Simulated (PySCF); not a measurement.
## Unknown compound

Molecular formula: C5H9FO2Si. Simulated spectra:

$^{1}$H NMR (600 MHz, computed): δ 5.74 (m, 1H), 5.28 (m, 1H), 5.12 (m, 1H), 4.88 (m, 1H), 3.64 (s, 3H), 2.02 (m, 1H), 1.74 (m, 1H).

$^{13}$C{$^{1}$H} NMR (computed): δ 171.5 (C), 114.2 (CH), 99.5 (CH), 57.4 (CH3), 12.7 (CH2).

PySCF calculation with structure optimised with GFN2-xTB and NMR shieldings at PBE0/pcSseg-1/GIAO; non-relativistic Hamiltonian, gas phase, one computed conformer, averaged over atoms made equivalent by symmetry, fast rotation or ring inversion.

Scale: $^{1}$H, $^{13}$C against TMS (reference shieldings calculated alike).

Choose the structure that fits.
A. CC(=O)[Si@@H](C=O)[C@@H](C)F
B. COC[SiH2]/C(F)=C\C=O
C. C=C(C)[SiH2][C@H](F)C(=O)O
D. C=C1[C@@H](OC)[C@@H]1O[SiH2]F
E. CO[C@H]1C=C(F)C[SiH2]O1
F. F[C@H]1C=C(O[SiH3])COC1

Results:

E. 

- Rings plus π bonds: 2 (1 ring in the answer).
- 5 carbon signals for 5 carbons: no two carbons are equivalent.
- Carbon types of the structure: 1 × C, 2 × CH, 1 × CH2, 1 × CH3, leaving 2 H on heteroatoms.
- δC 171.5: fully substituted alkene carbon.
- δC 114.2: alkene CH; the olefinic region.
- δC 99.5: sp3 carbon bearing two oxygens; 2 electronegative neighbours deshield it.
- δH 5.74: hydrogen on an alkene CH; a vinylic proton, deshielded by the sp2 carbon and the C=C anisotropy.
- δH 2.02, 1.74: hydrogen on an allylic sp3 CH2 bonded to Si; allylic position.

The others: COC[SiH2]/C(F)=C\C=O would give 5 signals for carbon-bound and other non-exchanging H, not 7; F[C@H]1C=C(O[SiH3])COC1 has carbons computed at 157.4, 112.8, 87.0, 70.7, 66.8, with a different DEPT pattern; C=C1[C@@H](OC)[C@@H]1O[SiH2]F has carbons computed at 143.5, 123.1, 66.0, 60.2, 57.4; CC(=O)[Si@@H](C=O)[C@@H](C)F would give 5 signals for carbon-bound and other non-exchanging H, not 7; C=C(C)[SiH2][C@H](F)C(=O)O would give 6 signals for carbon-bound and other non-exchanging H, not 7.

Splittings by $^{19}$F in the carbon and heteronuclear signals aren't shown, as no couplings were computed. Shifts are as computed. Against solution values, carbons near 30 ppm lie about +3 ppm off and those near 130 ppm about +5 ppm. Of 1309 compounds with measured shifts, 239 miss one by over three times the rms of a fit or turn the order of signals round; such compounds aren't used in these exercises. Multiplicities follow the n + 1 count of equivalent neighbours, as no J values were calculated; m marks all less simple cases, F and P coupling included.
